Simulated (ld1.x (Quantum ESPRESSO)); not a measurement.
Logarithmic derivatives: Zn, RRKJ

Zn, norm-conserving RRKJ (Kleinman–Bylander form), made with ld1.x (Quantum ESPRESSO) 7.5 (LDA (PZ), scalar-relativistic). Core [Ne], reference 3s2 3p6 3d10 4s2 4p0. Waves: 3s (bound): rc 1.00 bohr; 3p (bound): rc 0.80 bohr; 3d (bound): rc 0.65 bohr. Local part: all-electron potential smoothed inside 0.70 bohr (lloc = -2). Core correction: none.

Occupied shells without a wave of their own: 4s. They enter only through the test configuration that unscreens the potential.

The phase is arctan(r·u′/u) with u = r·R(r), unwrapped; energies in Ry, scanned from -11 to 5 Ry. A pole is an energy at which the radial function vanishes at the test radius. The pseudo phase is shifted by a multiple of π to meet the all-electron one at the reference energy, and phase errors are pseudo minus all-electron; the curves can meet again beyond the range given. Levels narrower than the energy grid can be missing from the lists of poles.

| channel | radius (bohr) | reference energy (Ry) | poles, all-electron | poles, pseudo | unbroken range about the reference energy with phases within 0.05 rad | phase error 1 Ry above the reference energy (rad) |
| --- | --- | --- | --- | --- | --- | --- |
| s | 1.10 | -9.45 | -7.16 | -7.18 | below 3.2 | -0.000 |
| p | 1.10 | -6.12 | -3.52 | -3.52 | the whole range | +0.000 |
| d | 1.10 | -0.77 | 2.13 | 2.15 | the whole range | +0.001 |

Phases in the s channel:

```tsv
E (Ry)	all-electron	pseudo
-11.00	0.044	0.038
-10.76	-0.226	-0.231
-10.52	-0.494	-0.497
-10.28	-0.727	-0.728
-10.04	-0.912	-0.913
-9.80	-1.055	-1.055
-9.56	-1.164	-1.164
-9.32	-1.249	-1.249
-9.08	-1.316	-1.316
-8.84	-1.370	-1.370
-8.60	-1.414	-1.414
-8.36	-1.451	-1.451
-8.12	-1.482	-1.482
-7.88	-1.509	-1.510
-7.64	-1.532	-1.533
-7.40	-1.553	-1.554
-7.16	-1.571	-1.572
-6.92	-1.587	-1.589
-6.68	-1.602	-1.604
-6.44	-1.616	-1.618
-6.20	-1.629	-1.631
-5.96	-1.640	-1.643
-5.72	-1.651	-1.654
-5.48	-1.661	-1.664
-5.24	-1.671	-1.674
-5.00	-1.680	-1.683
-4.76	-1.688	-1.692
-4.52	-1.697	-1.701
-4.28	-1.705	-1.709
-4.04	-1.712	-1.717
-3.80	-1.720	-1.725
-3.56	-1.727	-1.733
-3.32	-1.734	-1.740
-3.08	-1.741	-1.748
-2.84	-1.748	-1.755
-2.60	-1.755	-1.762
-2.36	-1.762	-1.770
-2.12	-1.768	-1.777
-1.88	-1.775	-1.784
-1.64	-1.782	-1.791
-1.40	-1.788	-1.799
-1.16	-1.795	-1.806
-0.92	-1.802	-1.814
-0.68	-1.809	-1.822
-0.44	-1.816	-1.830
-0.20	-1.823	-1.838
0.04	-1.830	-1.846
0.28	-1.837	-1.855
0.52	-1.845	-1.864
0.76	-1.853	-1.873
1.00	-1.861	-1.883
1.24	-1.869	-1.893
1.48	-1.877	-1.903
1.72	-1.886	-1.915
1.96	-1.895	-1.926
2.20	-1.904	-1.938
2.44	-1.914	-1.951
2.68	-1.924	-1.965
2.92	-1.935	-1.979
3.16	-1.946	-1.994
3.40	-1.957	-2.011
3.64	-1.969	-2.029
3.88	-1.982	-2.048
4.12	-1.996	-2.068
4.36	-2.010	-2.090
4.60	-2.025	-2.114
4.84	-2.041	-2.141
```
